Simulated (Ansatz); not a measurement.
Reaction (ligand exchange at the Al–C bond): `[CH3][Al]([CH3])[F]` + CH₃SH → `C[S][Al]([CH3])[F]` + CH₄

Program: Ansatz. Geometries: PBE0-D4/def2-TZVP. ΔE: electronic, gas phase. CCSD(T)/CBS is the MP2 limit (def2-TZVPP, def2-QZVPP) plus CCSD(T) − MP2 in def2-TZVPP, frozen cores. This one scheme is used for every species. DFT in def2-TZVPP. One conformer a species, not always the lowest.

`[CH3][Al]([CH3])[F]`:

Cartesian coordinates in Å:
```
C -0.947 -1.440 0.330
Al 0.292 0.037 0.573
C 0.730 1.399 -0.741
F 1.053 0.161 2.041
H -0.990 -2.094 1.203
H -1.960 -1.071 0.136
H -0.669 -2.048 -0.537
H 0.485 2.397 -0.364
H 0.200 1.257 -1.686
H 1.804 1.404 -0.955
```

CH₃SH:

Z-matrix (Å, degrees):
```
C
S 1 1.806
H 1 1.089 2 111.5
H 1 1.089 2 111.5 3 -123.8
H 1 1.090 2 106.2 3 118.1
H 2 1.342 1 97.1 3 61.9
```

`C[S][Al]([CH3])[F]`:

Z-matrix (Å, degrees):
```
C
S 1 1.824
H 1 1.089 2 108.6
H 1 1.089 2 108.8 3 -118.8
H 1 1.089 2 112.3 3 120.4
Al 2 2.166 1 101.1 3 -123.1
F 6 1.651 2 115.0 1 -179.8
C 6 1.940 2 124.9 1 0.3
H 8 1.094 6 111.7 2 -59.3
H 8 1.094 6 111.7 2 60.7
H 8 1.092 6 110.3 2 -179.4
```

CH₄:

Z-matrix (Å, degrees):
```
C
H 1 1.090
H 1 1.090 2 109.5
H 1 1.090 2 109.5 3 -120.0
H 1 1.090 2 109.5 3 120.0
```

```json
{"level": "revPBE-D4", "ΔE (eV)": "-1.16"}
{"level": "CAM-B3LYP-D4", "ΔE (eV)": "-1.12"}
{"level": "ωB97X-V", "ΔE (eV)": "-1.13"}
{"level": "ωB97M-V", "ΔE (eV)": "-1.12"}
{"level": "B2PLYP", "ΔE (eV)": "-1.14"}
{"level": "PBE", "ΔE (eV)": "-1.11"}
{"level": "r2SCAN0", "ΔE (eV)": "-1.17"}
{"level": "SCS-MP2/def2-TZVPP", "ΔE (eV)": "-1.16"}
```

(1) What does CCSD(T)/CBS give? (Best estimate.)

(2) What do rigid-rotor, harmonic-oscillator terms from PBE0-D4/def2-TZVP frequencies (298.15 K, 1 bar) make of the CCSD(T)/CBS value? (An estimate is asked.)

Largest T1 diagnostic among the species: 0.011.

Answers

(1) Ansatz gave: -1.17 eV. The listed levels differ from it by 0.01, 0.05, 0.04, 0.05, 0.03, 0.06, 0.00, 0.01 eV.

(2) The calculation gave: ΔZPE = +0.08 eV, ΔH = -1.07 eV, ΔS = -43 J/(mol·K), ΔG = -0.94 eV. Modes under 50 cm⁻¹ make the entropy rough.

Leaving LDA and LC-ωPBE aside and taking each functional with its dispersion term where it has one, the values, not all of them listed here, spread over 0.07 eV, from r2SCAN-D4 to ωB97M-V. The D4 term adds −0.06 eV with B3LYP and −0.04 eV with PBE0; it sums over pairs of atoms, weighted by their polarisabilities, and B3LYP, whose exchange is more repulsive, gets the larger term. From BLYP to BHLYP (50 % exact exchange), in def2-TZVPP and without D4, ΔE moves by −0.05 eV.

B3LYP here is the variant with VWN-RPA as its local correlation; programs differ in this.
